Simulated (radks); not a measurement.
Radial electron density D(r) = 4 pi r^2 rho(r) of an atom or ion with 44 electrons. Method: scalar-relativistic Kohn-Sham, PBE, spin-polarised, spherical densities, finite nucleus; Fermi nuclear charge, rms radius of each element as measured or else 0.836 A^(1/3) + 0.57 fm; computed with a radial shooting solver on a logarithmic mesh with Libxc functionals.

r (bohr)  D(r) (e/bohr)   spin D(r)
0.002403          10.85  -0.0000975
0.003104          15.95   -0.000143
0.003977          22.66   -0.000201
0.005097          31.31   -0.000275
0.006531          41.73   -0.000362
0.008437          53.55   -0.000455
0.01081           64.36   -0.000526
0.01385           72.18   -0.000533
0.0179            74.80   -0.000337
0.02293           71.75    0.000500
0.02939           66.71     0.00351
0.03796           66.59      0.0141
0.04865           76.43      0.0451
0.06234           91.47       0.126
0.07989           97.75       0.304
0.1032            86.53       0.626
0.1322            72.36       0.999
0.1695            74.75        1.16
0.2189            83.64       0.774
0.2805            69.12       0.103
0.3595            39.50       0.210
0.4643            28.18        1.79
0.595             32.06        3.38
0.7625            25.33        3.14
0.9771            10.91        1.56
1.262             2.284       0.378
1.617            0.2330      0.0433
2.073          0.009205     0.00183

What is the nuclear charge?

Answer. Z = 57. The innermost maximum, from 1s, lies near gamma/Z bohr with gamma = sqrt(1 - (Z/c)^2) = 0.909, here 0.016 bohr (found: 0.0175), and its height grows with Z. The density is that of the lanthanum ion La13+ in [Kr] 4d8; the configuration itself is not fixed sharply by these data, and Z only to a few units. D(r) has 4 maxima, at r = 0.0175, 0.0774, 0.219, 0.605 bohr, and minima at 0.0337, 0.144, 0.457 bohr, inside which lie 1.96, 11.16, 29.06 electrons.
